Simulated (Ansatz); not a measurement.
Ansatz (an electronic-structure program) input (B3LYP/def2-TZVPD):

Ansatz 0.2 input:
```yaml
crystal:
  periodic: [false, false, false]
  atoms:
    - {symbol: F, position_ang: [-1.60322675, -1.30108809, -1.00970444]}
    - {symbol: Ge, position_ang: [-1.00695234, -0.00749072, -0.05200072]}
    - {symbol: F, position_ang: [-1.63756528, 1.43365324, -0.73870675]}
    - {symbol: F, position_ang: [-1.74079226, -0.16962316, 1.49115378]}
    - {symbol: I, position_ang: [1.45390063, 0.01081557, 0.07508188]}
basis:
  gaussian:
    orbitals: def2-TZVPD
hamiltonian:
  xc: {name: B3LYP}
magnetization: {spin_polarized: true, initial_magnetization: 2}
```

End of the output:

```
integrals: 0.21 GiB planned
1448 factors; their error is unknown
0.32 GiB of the device are held for the grids
1.69 GiB of device memory are held for the factors and their scratch space
mean field: 1.48 GiB planned
mean field evaluation 1: about -72769.1984 eV, gradient 4.9e1 eV
mean field evaluation 2: about -72722.4322 eV, gradient 1.2e2 eV
mean field evaluation 4: about -72776.6805 eV, gradient 5.5e0 eV
mean field evaluation 8: about -72776.7581 eV, gradient 8.7e-2 eV
mean field evaluation 16: about -72777.1422 eV, gradient 1.4e-4 eV
mean field evaluation 32: about -72777.1422 eV, gradient 1.4e-6 eV
mean field -72777.14217042 eV, -2674.5106446443 hartree, gradient 7.8e-6 eV, S^2 2.003218; 4 other end points of the search recorded, 0 dependent functions left out
reference -72777.14246242 eV, -2674.5106553750 hartree; 43, 41 occupied and 190, 192 virtual orbitals, 1448 factors
Total energy: -72777.14246242 eV, -2674.5106553750 hartree
```

This state (charge 0, triplet) is run at the relaxed geometry of the species with charge 0 and multiplicity 1, and is a spin state other than that species' own.
